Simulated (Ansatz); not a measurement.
A structure relaxed at PBE0-D4/def2-TZVP, charge 0, multiplicity 1:

Cartesian coordinates in Å:
```
C -0.360 -1.049 -0.507
C -0.575 0.251 -1.045
C 0.164 1.179 -0.261
C 0.837 0.454 0.761
C 0.513 -0.923 0.609
Cu -1.320 0.199 1.010
H -0.751 -1.973 -0.905
H -1.159 0.485 -1.923
H 0.239 2.242 -0.440
H 1.512 0.870 1.494
H 0.900 -1.735 1.207
```

(1) Give its formula and SMILES.

(2) Point group (tolerance 0.08 Å, 0.16 Å for H)?

(3) Summarise the bond lengths by kind.

Answers

(1) C5H5Cu, `[C@H]12[C@@H]3[C@@H]4[C@@H]5[C@H]1[Cu]2345`.

(2) C5v.

(3) 5 × C–C 1.423 Å; 5 × C–Cu 2.186 Å; 5 × C–H 1.080 Å.

Computed with Ansatz.
